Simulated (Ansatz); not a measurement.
**ClGeH2ISi: where a starting geometry ends**

The starting geometry of this gas-phase singlet was optimised with GFN2-xTB.

```xyz
6

Cl    0.0284    0.3360    2.9512
Ge   -1.7400    1.7480    1.9319
I    -3.8458    0.9660    3.2062
Si   -1.0125   -0.4133    1.0811
H     0.1902   -0.5933    0.2567
H    -1.3419   -1.7651    1.5528
```

Task: Predict what becomes of its bonds when it is optimised with BLYP-D3(BJ)/def2-SVP.

Result: A bond breaks, leaving `Cl[SiH2][Ge][I]`. Contacts that open: Cl1–Ge2 (2.48 → 2.91 Å).

The energy falls by 0.24 eV over 10 steps:

```csv
step,E − E(last) (eV)
1,0.240
2,0.082
3,0.037
4,0.010
5,0.003
6,0.001
7,0.000
8,0.000
9,0.000
10,0.000
```

Final geometry (Å):

```xyz
6

Cl    0.2554    0.2345    3.0206
Ge   -1.8495    1.8399    1.8045
I    -3.8869    0.8590    3.1467
Si   -0.8755   -0.3790    1.2556
H     0.1482   -0.5792    0.1716
H    -1.5133   -1.6969    1.5810
```

Frequencies at the end are all real (lowest 52 cm⁻¹). Atoms past krypton carry core potentials, without spin–orbit terms. Run with Ansatz 0.2.0, 16 s on 2 threads of Arm Neoverse V2, with other jobs on the host.
